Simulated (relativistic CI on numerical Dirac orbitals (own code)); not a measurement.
**What each ingredient does to the levels of Se⁸⁺**

Base calculation: Dirac-Coulomb-Breit CI, KLI orbitals optimised for each configuration, QED by a radiative potential, unscaled Slater integrals.

Configurations in the expansion (outside the closed core [Ne]): 3s²3p⁶3d⁸, 3s²3p⁵3d⁹, 3s²3p⁶3d⁷4s, 3s²3p⁴3d¹⁰, 3s3p⁶3d⁹, 3s²3p⁶3d⁷4p, 3s²3p⁶3d⁶4s², 3s²3p⁶3d⁷4d, 3s²3p⁶3d⁶4s4p, 3p⁶3d¹⁰, 3s²3p⁶3d⁷5s, 3s²3p⁶3d⁶4p², 3s²3p⁶3d⁷4f, 3s²3p⁶3d⁷5p, 3s²3p⁶3d⁶4s4d, 3s²3p⁶3d⁷5d, 3s²3p⁶3d⁶4p4d, 3s²3p⁶3d⁷6s, 3s²3p⁶3d⁷5f, 3s²3p⁶3d⁷5g, 3s²3p⁶3d⁷6p, 3s²3p⁵3d⁸4s, 3s²3p⁶3d⁷6d, 3s²3p⁶3d⁶4d², 3s²3p⁵3d⁷4s², 3s3p⁵3d¹⁰, 3s²3p⁵3d⁸4p, 3s²3p⁵3d⁷4s4p, 3s²3p⁴3d⁹4s, 3s²3p⁵3d⁷4p², 3s²3p⁴3d⁹4p, 3s²3p⁵3d⁸4d, 3s3p⁶3d⁷4s², 3s3p⁶3d⁸4s, 3s²3p⁴3d⁹4d, 3s3p⁶3d⁸5s. Levels of other configurations are missing.

Variants: (1) valence Slater integrals scaled by 0.9; (2) Breit term removed. Shifts of the energy above 3s²3p⁶3d⁸ ³F4, in cm⁻¹, for the lowest level and the first level of each name with at least 55 % of one term (blank where a level changes its place among those of its configuration and J or its character, or is not in the variant):

| Level | Base | Δ(1) | Δ(2) |
| --- | --- | --- | --- |
| 3s²3p⁶3d⁸ ³F4 | 0 | 0 | 0 |
| 3s²3p⁶3d⁸ ³F3 | 6175 | +9 | +251 |
| 3s²3p⁶3d⁸ ³F2 | 9551 | -122 | +300 |
| 3s²3p⁶3d⁸ ¹D2 | 27672 | -2195 | -40 |
| 3s²3p⁶3d⁸ ³P2 | 36830 | -2611 | +361 |
| 3s²3p⁶3d⁸ ³P1 | 37351 | -2898 | +45 |
| 3s²3p⁶3d⁸ ³P0 | 37992 | -2979 | +51 |
| 3s²3p⁶3d⁸ ¹G4 | 49088 | -4380 | +357 |
| 3s²3p⁶3d⁸ ¹S0 | 102417 | -8425 | -10 |
| 3s²3p⁶3d⁷4s ⁵F5 | 625731 | +3166 | -192 |
| 3s²3p⁶3d⁷4s ⁵F4 | 629740 | +3126 | -121 |
| 3s²3p⁶3d⁷4s ⁵F3 | 633000 | +3152 | -51 |
| 3s²3p⁶3d⁷4s ⁵F2 | 635247 | +3135 | -18 |
| 3s²3p⁶3d⁷4s ⁵F1 | 636664 | +3115 | -7 |
| 3s²3p⁶3d⁷4s ³F4 | 640577 | +1724 | -195 |
| 3s²3p⁶3d⁷4s ³F3 | 646024 | +1688 | -79 |
| 3s²3p⁶3d⁷4s ³F2 | 649392 | +1614 | -43 |
| 3s²3p⁶3d⁷4s ⁵P2 | 660736 | +151 | -471 |
| 3s²3p⁶3d⁷4s ⁵P3 | 660782 | +276 | -326 |
| 3s²3p⁶3d⁷4s ⁵P1 | 663296 | +170 | -290 |
| 3s²3p⁶3d⁷4s ³G5 | 667259 | -614 | -61 |
| 3s²3p⁶3d⁷4s ³G4 | 669018 | -705 | -43 |

At this charge configurations can still be misplaced by up to about 7 % of their energy. Terms inside the open d or f shell come out 10 to 20 % too wide with unscaled integrals.

Ionisation energy from the two ground configurations alone: base 218.693 eV; valence Slater integrals scaled by 0.9 218.982 eV. The NIST ASD value (theoretical) is 219 eV.

LS names give the leading component of a level, which can be under half, so a name can repeat, a term be missing and a line seem to break the LS rules.
